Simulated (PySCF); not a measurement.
Computed shifts of a molecule C₂H₄Cl₂Si₂, PBE/pcSseg-1 (PySCF), GIAO, gas phase, equivalent atoms averaged, in ppm (number of nuclei): ²⁹Si: -17.2 (1), -99.5 (1). ¹³C: 116.6 (1), 114.5 (1). ¹H: 6.12 (1), 4.54 (3). References: ²⁹Si against TMS (σ = 335.4 ppm); ¹³C against TMS (σ = 182.0 ppm); ³⁵Cl against HCl (σ = 936.5 ppm); ¹H against TMS (σ = 31.49 ppm), references at their B3LYP-D3(BJ)/def2-TZVP geometries, non-relativistic (without spin–orbit terms, shifts of atoms bonded to Cl or Br come out too high). Coordinates come from a B3LYP-D3(BJ)/def2-SVP optimisation. Other conformers were not sampled.

Q: Which structure fits?
(A) ClC1=C[SiH2][Si@H]1Cl
(B) C#C[Si]([SiH3])(Cl)Cl
(C) ClC1=C(Cl)[SiH2][SiH2]1
(D) [SiH3]C#C[SiH](Cl)Cl

A: D, [SiH3]C#C[SiH](Cl)Cl
